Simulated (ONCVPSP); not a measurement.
# C (Z = 6), ONCV: configuration errors across variants

carbon (C), optimised norm-conserving Vanderbilt (ONCV), made with ONCVPSP 4.0.1 (PBEsol, non-relativistic). Core [He], reference 2s2 (charge +2). Waves: 2s: rc 0.95 bohr, ncon 4, nbas 7, qcut 7.3 1/bohr, 2 projectors, debl 0.5 Ha; p scattering state at 0.27 Ha: rc 1.00 bohr, ncon 4, nbas 8, qcut 9.5 1/bohr, 2 projectors, debl 0.9 Ha; d scattering state at 0.02 Ha: rc 1.00 bohr, ncon 3, nbas 6, qcut 8.8 1/bohr, 1 projector. Local part: polynomial inside 0.65 bohr (lpopt 5, dvloc0 1 Ha). Core correction: Teter function fitted to the true core (icmod 2), fcfact 0.25.

In the s channel the program set the typed energies aside and used -1.476, 0.250 Ha. In the p channel the program set the typed energies aside and used 0.050, 0.950 Ha.

All-electron excitation energies from the reference (eV): (1) 2s2 2p2 -34.814; (2) 2s2 2p1 -24.022; (3) 2s1 47.943; (4) 2s1 2p2 -15.326.

2 further variants failed, have other tests or too few solved ones, and are left out.

A true bound ghost makes a file unfit for plane-wave use even where its test errors are small: the radial tests pick states by their node count and pass the ghost by.

Errors AE − PS in meV (a dash: test not solved or not reliable):

| change | (1) | (2) | (3) | (4) | bound ghosts | GHOST(+) flags above zero |
| --- | --- | --- | --- | --- | --- | --- |
| base | +27 | +16 | +50 | +18 | none | s, p |
| all radii but the core radius scaled by about 0.92 (s 0.88, p 0.92, d 0.92 bohr); local potential polynomial inside 0.60 bohr (lpopt 5, dvloc0 1 Ha) | +25 | +15 | +47 | +17 | none | s |
| all radii but the core radius scaled by about 0.96 (s 0.92, p 0.96, d 0.96 bohr); local potential polynomial inside 0.62 bohr (lpopt 5, dvloc0 1 Ha) | +27 | +15 | +49 | +17 | none | s |
| all radii but the core radius scaled by about 1.04 (s 0.98, p 1.04, d 1.04 bohr); local potential polynomial inside 0.68 bohr (lpopt 5, dvloc0 1 Ha) | +33 | +19 | +51 | +23 | d | none |
| all radii but the core radius scaled by about 1.08 (s 1.02, p 1.08, d 1.08 bohr); local potential polynomial inside 0.70 bohr (lpopt 5, dvloc0 1 Ha) | +35 | +19 | +51 | +24 | none | none |
| all radii but the core radius scaled by about 1.16 (s 1.10, p 1.16, d 1.16 bohr); local potential polynomial inside 0.74 bohr (lpopt 5, dvloc0 1 Ha) | +42 | +23 | +51 | +32 | none | none |
| all radii but the core radius scaled by about 1.20 (s 1.14, p 1.20, d 1.20 bohr); local potential polynomial inside 0.78 bohr (lpopt 5, dvloc0 1 Ha) | +47 | +25 | +50 | +38 | none | none |
| all radii but the core radius scaled by about 1.27 (s 1.20, p 1.28, d 1.28 bohr); local potential polynomial inside 0.82 bohr (lpopt 5, dvloc0 1 Ha) | +57 | +30 | +48 | +48 | none | none |

**Question.** Give the same row for: all radii but the core radius scaled by about 1.32 (s 1.26, p 1.32, d 1.32 bohr); local potential polynomial inside 0.86 bohr (lpopt 5, dvloc0 1 Ha).

**Answer.** +64, +33, +46, +56; bound ghosts: none; GHOST(+) flags above zero: none.
